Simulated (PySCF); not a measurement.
Delta-SCF ions had no search for a lower state. Excitations are Tamm–Dancoff values on a coarser integration grid. The basis has no diffuse functions, so Rydberg states are missing or too high.

**H$_{5}$BO$_{3}$Si, SMILES `O[SiH2]B(O)O` (charge 0, multiplicity 1)**

Level of theory: PBE0-D4/def2-TZVP (PySCF).

```
Property                                                       Result
--------------------------------------  -----------------------------
HOMO                                                         -8.05 eV
dipole moment                                               0.513 e·Å
HOMO–LUMO gap                                                 7.92 eV
LUMO                                                         -0.13 eV
S1 excitation (TDA)                                           6.64 eV
S1 oscillator strength                                          0.020
T1 excitation (TDA)                                           5.30 eV
S1–T1 gap (TDA)                                               1.34 eV
vertical ionisation energy (Delta-SCF)                       10.23 eV
total energy                                             -542.8903 Ha
cost                                    very roughly 2.4 core-minutes
```

```xyz
10

O     -1.4629     0.2451    -1.6556
Si    -1.2171    -0.0341    -0.0452
B      0.7849    -0.0319     0.3230
O      1.4141    -0.2763     1.5088
O      1.5634     0.2495    -0.7592
H     -0.6593     0.4044    -2.1551
H     -1.8391    -1.3355     0.3352
H     -1.9155     1.0074     0.7640
H      0.8254    -0.4730     2.2392
H      2.5061     0.2443    -0.5549
```
Charge 0, spin multiplicity 1.
